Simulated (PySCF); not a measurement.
Molecular orbitals of InO⁺

M06-2X at R = 2.974 Å; basis In def2-TZVPPD with ECP28, O def2-TZVPPD; scalar-relativistic core potentials; PySCF 2.14. State: ³Σ⁻ (triplet), unpaired electrons π ↑↑. Only the outer orbitals are listed, counted within each symmetry, core potentials removing the inner ones.

```json
{"spin": "α", "orbital": "3π", "occ.": "1", "ε (eV)": "-20.20", "on In (%)": "0", "main shells (%)": "100 O p"}
{"spin": "α", "orbital": "3π", "occ.": "1", "ε (eV)": "-20.20", "on In (%)": "0", "main shells (%)": "100 O p"}
{"spin": "α", "orbital": "6σ", "occ.": "1", "ε (eV)": "-18.71", "on In (%)": "5", "main shells (%)": "94 O p"}
{"spin": "α", "orbital": "7σ", "occ.": "1", "ε (eV)": "-15.67", "on In (%)": "96", "main shells (%)": "96 In s"}
{"spin": "α", "orbital": "4π", "occ.": "0", "ε (eV)": "-6.58", "on In (%)": "100", "main shells (%)": "100 In p"}
{"spin": "α", "orbital": "4π", "occ.": "0", "ε (eV)": "-6.58", "on In (%)": "100", "main shells (%)": "100 In p"}
{"spin": "α", "orbital": "8σ", "occ.": "0", "ε (eV)": "-6.13", "on In (%)": "104", "main shells (%)": "103 In p"}
{"spin": "β", "orbital": "6σ", "occ.": "1", "ε (eV)": "-17.00", "on In (%)": "29", "main shells (%)": "70 O p, 28 In s"}
{"spin": "β", "orbital": "7σ", "occ.": "1", "ε (eV)": "-15.33", "on In (%)": "73", "main shells (%)": "73 In s, 28 O p"}
{"spin": "β", "orbital": "3π", "occ.": "0", "ε (eV)": "-8.24", "on In (%)": "7", "main shells (%)": "93 O p"}
{"spin": "β", "orbital": "3π", "occ.": "0", "ε (eV)": "-8.24", "on In (%)": "7", "main shells (%)": "93 O p"}
{"spin": "β", "orbital": "4π", "occ.": "0", "ε (eV)": "-6.46", "on In (%)": "94", "main shells (%)": "94 In p"}
```

Question: Which are the highest filled and the lowest empty level, where do they sit, and how wide is the gap?

Answer: Highest filled β 7σ at -15.33 eV (in %: 73 In s, 28 O p); lowest empty β 3π at -8.24 eV (in %: 93 O p); the gap at M06-2X is 7.09 eV.

- bond order (Mayer): 0.00
- ⟨S²⟩: 2.007
- charge on In (Mulliken, basis-dependent): 0.96
- charge on In (Löwdin, basis-dependent): 1.05
- dipole moment (positive dipole points towards O; it is taken about the centre of mass and depends on that origin): -0.64 D

Shares are Mulliken populations and can fall outside 0 to 100 %.

Spin–orbit coupling is left out. The state was picked by a PBE0 search and need not be the measured ground state.
